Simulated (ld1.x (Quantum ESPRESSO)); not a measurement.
**Before and after: TM semilocal potential for Ge**

germanium, norm-conserving Troullier–Martins (semilocal form), made with ld1.x (Quantum ESPRESSO) 7.5 (PW91, scalar-relativistic). Core [Ar] 3d10, reference 4s2 4p2. Waves: 4s (bound): rc 1.75 bohr; 4p (bound): rc 1.55 bohr. Local part: the p channel. Core correction: none.

All-electron outer shells of the reference configuration (PW91, scalar-relativistic, ld1.x):

```tsv
shell	level (eV)	outermost node (bohr)	outermost maximum (bohr)
3p	-115.67	0.23	0.54
3d	-29.39	–	0.50
4s	-11.80	0.77	1.75
4p	-3.94	0.82	2.22
```

Change: wave 4s (bound): rc 1.75 bohr becomes 4s (bound): rc 2.66 bohr.

Cutoffs: the cutoffs (Ry, on a coarse ladder) from which the occupation-weighted sum of valence levels, in a spherical-Bessel basis at the reference potential, stays within 10 and 1 mRy of its value at 400 Ry; they do not see the model core or the augmentation charge, which bear on the density cutoff. Errors are all-electron minus pseudo energies relative to the spin-unpolarised reference configuration.

Q: How do hardness, ghosts and transferability respond?

A: The potential gets softer (35 Ry and 60 Ry → 30 Ry and 45 Ry); of the 7 tests that both files solve, the error grows in 4 and shrinks in 2 by more than 15 % and 0.3 meV (median size 11.3 → 10.1 meV); neither file shows a bound ghost. A larger radius leaves more room for a smooth pseudo-wave, so fewer plane waves are needed. A semilocal file is local in each channel, so a ghost entry of none says nothing of the separable form that plane-wave codes build from it.

```csv
quantity,base,changed
"cutoff, loose",35 Ry,30 Ry
"cutoff, tight",60 Ry,45 Ry
loose cutoff by channel (10 mRy a level),"s 15 Ry, p 6 Ry","s 8 Ry, p 6 Ry"
bound ghosts,none,none
"error for 4s2 4p1, meV [ΔE 7.50 eV]",-1.3,+6.0
"error for 4s2 4p0, meV [ΔE 23.03 eV]",-2.0,+51
"error for 4s1 4p0, meV [ΔE 57.93 eV]",+78,+89
"error for 4s2 4p1.5, meV [ΔE 2.83 eV]",-0.4,+0.9
"error for 4s1 4p3, meV [ΔE 8.00 eV]",+14,-8.3
"error for 4s0 4p4, meV [ΔE 16.25 eV]",+67,-10
"error for 4s1 4p2, meV [ΔE 16.25 eV]",+11,-16
```
